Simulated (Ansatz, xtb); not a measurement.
Two isomers of BBrGeH6Si

We compare X, `[BH2][GeH2][SiH2]Br`, a singlet, with Y, `[BH2][Ge@@H]([SiH3])[Br]`, a singlet. Both are isolated molecules in the gas phase, relaxed with B3LYP-D3(BJ)/def2-SVP; the shapes shown needn't be the lowest conformers.

X (Å):

```xyz
10

B     1.7257    0.8994   -0.2466
Br   -1.8797   -2.2377    2.5764
Ge   -0.1463    0.2651    0.3148
Si    0.1468   -1.4940    1.9322
H     2.3082    0.3551   -1.1494
H     2.2859    1.7704    0.3683
H    -0.9996    1.3422    1.0182
H    -0.9758   -0.3556   -0.8297
H     0.8619   -1.0107    3.1461
H     0.8945   -2.6477    1.3591
```

Y (Å):

```yaml
atoms:
  - { symbol: B, position_ang: [0.6710, 0.4639, -2.7372] }
  - { symbol: Br, position_ang: [-1.7906, -2.2184, -2.6166] }
  - { symbol: Ge, position_ang: [0.4100, -1.4897, -2.1573] }
  - { symbol: Si, position_ang: [0.6192, -1.7961, 0.2199] }
  - { symbol: H, position_ang: [1.7909, 0.9066, -2.7908] }
  - { symbol: H, position_ang: [-0.2698, 1.1774, -2.9614] }
  - { symbol: H, position_ang: [1.3350, -2.4843, -2.8959] }
  - { symbol: H, position_ang: [0.3480, -3.2246, 0.5415] }
  - { symbol: H, position_ang: [-0.3742, -0.9220, 0.9044] }
  - { symbol: H, position_ang: [1.9947, -1.4288, 0.6694] }
```

Which of the two would you expect CCSD(T)/def2-SVP + ΔMP2/def2-TZVPP electronic energies to favour?

Too close to call at this level: CCSD(T)/def2-SVP + ΔMP2/def2-TZVPP gives E(Y) − E(X) = +0.94 kcal/mol.

Level by level:

```json
{"level": "GFN2-xTB", "geometry": "GFN2-xTB", "E(Y) − E(X) (kcal/mol)": "−5.45", "departure from the last row (kcal/mol)": "−6.38", "job, with rough time for the two": "optimisation, 0.21 s"}
{"level": "HF/STO-3G", "geometry": "GFN2-xTB", "E(Y) − E(X) (kcal/mol)": "+1.59", "departure from the last row (kcal/mol)": "+0.66", "job, with rough time for the two": "single point, 0.72 s"}
{"level": "r2SCAN-D4/def2-SVP", "geometry": "GFN2-xTB", "E(Y) − E(X) (kcal/mol)": "0.00", "departure from the last row (kcal/mol)": "−0.94", "job, with rough time for the two": "single point, 5.1 s"}
{"level": "B3LYP-D3(BJ)/def2-SVP", "geometry": "B3LYP-D3(BJ)/def2-SVP", "E(Y) − E(X) (kcal/mol)": "−0.14", "departure from the last row (kcal/mol)": "−1.07", "job, with rough time for the two": "optimisation, 62 s"}
{"level": "HF/def2-SVP", "geometry": "B3LYP-D3(BJ)/def2-SVP", "E(Y) − E(X) (kcal/mol)": "−0.75", "departure from the last row (kcal/mol)": "−1.69", "job, with rough time for the two": "part of the CCSD(T) run"}
{"level": "MP2/def2-SVP", "geometry": "B3LYP-D3(BJ)/def2-SVP", "E(Y) − E(X) (kcal/mol)": "+0.64", "departure from the last row (kcal/mol)": "−0.30", "job, with rough time for the two": "part of the CCSD(T) run"}
{"level": "CCSD(T)/def2-SVP", "geometry": "B3LYP-D3(BJ)/def2-SVP", "E(Y) − E(X) (kcal/mol)": "+0.36", "departure from the last row (kcal/mol)": "−0.58", "job, with rough time for the two": "single point"}
{"level": "CCSD(T)/def2-SVP + ΔMP2/def2-TZVPP", "geometry": "B3LYP-D3(BJ)/def2-SVP", "E(Y) − E(X) (kcal/mol)": "+0.94", "departure from the last row (kcal/mol)": "", "job, with rough time for the two": "single point, 66 s"}
```

As drawn, Y has 1 Br–Ge, 1 Si–H in place of 1 Br–Si, 1 Ge–H.

The largest departure from CCSD(T)/def2-SVP + ΔMP2/def2-TZVPP is that of GFN2-xTB, 6.38 kcal/mol. The last row adds to CCSD(T) the change of the MP2 difference between the two basis sets, here +0.58 kcal/mol.

With thermal terms from frequencies at re-optimised GFN2-xTB minima (ideal gas, soft modes damped towards free rotors, one conformer each, 298.15 K, 1 atm): the zero-point term adds −0.76 kcal/mol; ΔH is +0.51 and ΔG −0.19 kcal/mol.

The correlated steps freeze 24 core orbitals; the filled d shell of Br and Ge is correlated, in a basis made for valence electrons. Mirror images aren't counted in ΔG. Run with Ansatz 0.2.0, xtb 6.7.1; the last row on 2 threads of Arm Neoverse V1 on a shared host.
